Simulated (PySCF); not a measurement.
C3H5 (SMILES C=C[CH2-]), charge -1, singlet, at a GFN2-xTB geometry; DF-BLYP/d-aug-cc-pVDZ (PySCF).

PySCF was given this input:
```python
from pyscf import gto, scf, dft
import numpy

mol = gto.Mole()
mol.atom = '''
    C     1.249129   -0.000818   -0.143957
    C    -0.043761    0.376789    0.127233
    H     1.496123   -0.995999   -0.495123
    H     2.083556    0.681632   -0.018615
    H    -0.164016    1.412188    0.476863
    C    -1.209058   -0.344200    0.027453
    H    -2.172834    0.087060    0.278184
    H    -1.220689   -1.375508   -0.305679
'''
mol.basis = 'd-aug-cc-pvdz'
mol.charge = -1
mol.spin = 0
mol.verbose = 4
mol.build()
print('smallest overlap eigenvalue', numpy.linalg.eigvalsh(mol.intor('int1e_ovlp'))[0])

mf = dft.RKS(mol)
mf.xc = 'blyp'
mf = mf.density_fit(auxbasis='def2-universal-jkfit')
mf.kernel()
mf.analyze()
```

The log (banner, timings and long lists left out):

```
PySCF version 2.14.0

[INPUT] verbose = 4
[INPUT] num. atoms = 8
[INPUT] num. electrons = 24
[INPUT] charge = -1
[INPUT] spin (= nelec alpha-beta = 2S) = 0
[INPUT] symmetry False subgroup None
[INPUT] Mole.unit = angstrom
[INPUT] Symbol           X                Y                Z      unit          X                Y                Z       unit  Magmom
[...]
nuclear repulsion = 64.9432586883465
number of shells = 57
number of NR pGTOs = 207
number of NR cGTOs = 161
basis = d-aug-cc-pvdz
ecp = {}
smallest overlap eigenvalue 1.3438934206284536e-06

******** <class 'pyscf.df.df_jk.DFRKS'> ********
method = DFRKS
initial guess = minao
damping factor = 0
level_shift factor = 0
DIIS = <class 'pyscf.scf.diis.CDIIS'>
diis_start_cycle = 1
diis_space = 8
diis_damp = 0
SCF conv_tol = 1e-09
SCF conv_tol_grad = None
SCF max_cycles = 50
direct_scf = False
XC library pyscf.dft.libxc version 7.1.2
    S. Lehtola, C. Steigemann, M. J. T. Oliveira, and M. A. L. Marques,  SoftwareX 7, 1–5 (2018)
XC functionals = blyp
    A. D. Becke,  Phys. Rev. A 38, 3098 (1988)
    C. Lee, W. Yang, and R. G. Parr,  Phys. Rev. B 37, 785 (1988)
    B. Miehlich, A. Savin, H. Stoll, and H. Preuss,  Chem. Phys. Lett. 157, 200 (1989)
radial grids:
    Treutler-Ahlrichs [JCP 102, 346 (1995); DOI:10.1063/1.469408] (M4) radial grids

becke partition: Becke, JCP 88, 2547 (1988); DOI:10.1063/1.454033
pruning grids: <function nwchem_prune>
grids dens level: 3
symmetrized grids: False
atomic radii adjust function: <function treutler_atomic_radii_adjust>
small_rho_cutoff = 0
Set gradient conv threshold to 3.16228e-05
Initial guess from minao.
tot grids = 91400
init E= -117.276926970794
[...]
cycle= 1 E= -117.033300410014  delta_E= 0.244  |g|= 0.74  |ddm|= 57.8
[...]
cycle= 2 E= -110.442031904182  delta_E= 6.59  |g|= 2.81  |ddm|= 3.25e+04
[...]
cycle= 3 E= -117.162047591586  delta_E= -6.72  |g|= 0.419  |ddm|= 3.25e+04
[...]
cycle= 4 E= -117.199114507459  delta_E= -0.0371  |g|= 0.257  |ddm|=    8
[...]
cycle= 5 E= -116.821770661245  delta_E= 0.377  |g|= 0.603  |ddm|= 1.43e+04
[...]
cycle= 6 E= -117.219571464052  delta_E= -0.398  |g|= 0.0591  |ddm|= 1.43e+04
[...]
cycle= 7 E= -116.847986772999  delta_E= 0.372  |g|= 0.553  |ddm|= 1.25e+04

WARN: HOMO 0.0539769471055819 == LUMO 0.0546374777628792

cycle= 8 E= -117.220606750051  delta_E= -0.373  |g|= 0.0594  |ddm|= 1.25e+04
[...]
cycle= 9 E= -116.870390377938  delta_E= 0.35  |g|= 0.521  |ddm|= 9.87e+03
[...]
cycle= 10 E= -117.220389305997  delta_E= -0.35  |g|= 0.0626  |ddm|= 9.87e+03
[...]
cycle= 11 E= -117.220675230646  delta_E= -0.000286  |g|= 0.0584  |ddm|= 0.586
[...]
cycle= 12 E= -116.863847516245  delta_E= 0.357  |g|= 0.533  |ddm|= 1.05e+04
[...]
cycle= 13 E= -116.864074464857  delta_E= -0.000227  |g|= 0.534  |ddm|=  201
[...]
cycle= 14 E= -116.863921367884  delta_E= 0.000153  |g|= 0.535  |ddm|= 48.1
[...]
cycle= 15 E= -116.866795319842  delta_E= -0.00287  |g|= 0.531  |ddm|=  459
[...]
cycle= 16 E= -116.865403736481  delta_E= 0.00139  |g|= 0.532  |ddm|=  183
[...]
cycle= 17 E= -116.864939398192  delta_E= 0.000464  |g|= 0.531  |ddm|=  202
[...]
cycle= 18 E= -116.869444939957  delta_E= -0.00451  |g|= 0.522  |ddm|=  525
[...]
cycle= 19 E= -117.218644433583  delta_E= -0.349  |g|= 0.0808  |ddm|= 9.84e+03
[...]
cycle= 20 E= -117.216902931602  delta_E= 0.00174  |g|= 0.098  |ddm|= 0.591
[...]
cycle= 21 E= -116.862775203053  delta_E= 0.354  |g|= 0.534  |ddm|= 1.03e+04
[...]
cycle= 22 E= -116.868457497391  delta_E= -0.00568  |g|= 0.526  |ddm|=  703
[...]
cycle= 23 E= -116.865669700624  delta_E= 0.00279  |g|= 0.529  |ddm|=  315
[...]
cycle= 24 E= -116.861585483497  delta_E= 0.00408  |g|= 0.536  |ddm|=  255
[...]
cycle= 25 E= -116.861004827046  delta_E= 0.000581  |g|= 0.537  |ddm|= 76.6
[...]
cycle= 26 E= -116.857502053706  delta_E= 0.0035  |g|= 0.543  |ddm|=  248
[...]
cycle= 27 E= -116.861962104823  delta_E= -0.00446  |g|= 0.537  |ddm|=  319
[...]
cycle= 28 E= -117.213550627722  delta_E= -0.352  |g|= 0.129  |ddm|= 1.02e+04
[...]
cycle= 29 E= -117.207751087972  delta_E= 0.0058  |g|= 0.173  |ddm|= 1.28
[...]
cycle= 30 E= -116.846255566155  delta_E= 0.361  |g|= 0.558  |ddm|= 1.22e+04
[...]
cycle= 31 E= -116.846661923481  delta_E= -0.000406  |g|= 0.557  |ddm|= 98.2
[...]
cycle= 32 E= -116.845066889248  delta_E= 0.0016  |g|= 0.56  |ddm|=  152
[...]
cycle= 33 E= -116.842793019394  delta_E= 0.00227  |g|= 0.564  |ddm|=  222
[...]
cycle= 34 E= -116.841575830505  delta_E= 0.00122  |g|= 0.566  |ddm|=   65
[...]
cycle= 35 E= -116.841328261692  delta_E= 0.000248  |g|= 0.567  |ddm|= 75.7
[...]
cycle= 36 E= -116.841115466228  delta_E= 0.000213  |g|= 0.567  |ddm|= 98.5
[...]
cycle= 37 E= -117.202630064394  delta_E= -0.362  |g|= 0.207  |ddm|= 1.25e+04
[...]
cycle= 38 E= -117.194151601413  delta_E= 0.00848  |g|= 0.253  |ddm|= 1.42
[...]
cycle= 39 E= -117.208547525463  delta_E= -0.0144  |g|= 0.171  |ddm|= 3.04
[...]
cycle= 40 E= -116.834412873433  delta_E= 0.374  |g|= 0.576  |ddm|= 1.36e+04
[...]
cycle= 41 E= -116.83363025164  delta_E= 0.000783  |g|= 0.577  |ddm|=  113
[...]
cycle= 42 E= -116.837507807438  delta_E= -0.00388  |g|= 0.57  |ddm|=  249
[...]
cycle= 43 E= -116.838048548072  delta_E= -0.000541  |g|= 0.57  |ddm|= 75.4
[...]
cycle= 44 E= -116.838003592107  delta_E= 4.5e-05  |g|= 0.57  |ddm|= 30.6
[...]
cycle= 45 E= -116.839456852215  delta_E= -0.00145  |g|= 0.568  |ddm|=  151
[...]
cycle= 46 E= -117.208178843848  delta_E= -0.369  |g|= 0.174  |ddm|= 1.34e+04
[...]
cycle= 47 E= -117.206496197785  delta_E= 0.00168  |g|= 0.182  |ddm|= 1.54
[...]
cycle= 48 E= -117.203669176046  delta_E= 0.00283  |g|=  0.2  |ddm|= 0.61
[...]
cycle= 49 E= -117.213816448153  delta_E= -0.0101  |g|= 0.13  |ddm|= 2.29
[...]
cycle= 50 E= -116.845787742965  delta_E= 0.368  |g|= 0.557  |ddm|= 1.25e+04
SCF not converged.
SCF energy = -116.845787742965
**** SCF Summaries ****
Total Energy =                        -116.845787742965257
Nuclear Repulsion Energy =              64.943258688346532
One-electron Energy =                 -277.455042001163633
Two-electron Energy =                   95.665995569851844
Two-electron Coulomb Energy =          113.091313994272525
DFT Exchange-Correlation Energy =      -17.425318424420674
HOMO-LUMO gap [eV] =                     0.121624792165318
**** MO energy ****
[...]
WARN: Weak orthogonality for localized orbitals 1.083590286623754e-09

 ** Mulliken pop on meta-lowdin orthogonal AOs  **
 ** Mulliken pop  **
 ** Mulliken atomic charges  **
charge of    0C =      0.30689
charge of    1C =     -0.15258
charge of    2H =     -0.20605
charge of    3H =     -0.57570
charge of    4H =      0.04213
charge of    5C =      0.31886
charge of    6H =     -0.54306
charge of    7H =     -0.19048

WARN: System has nonzero charge -1; the dipole moment is origin-dependent.
Location of origin: [0. 0. 0.]

Dipole moment(X, Y, Z, Debye): -1.65353,  0.15705, -0.07517
```

Convergence was not reached.
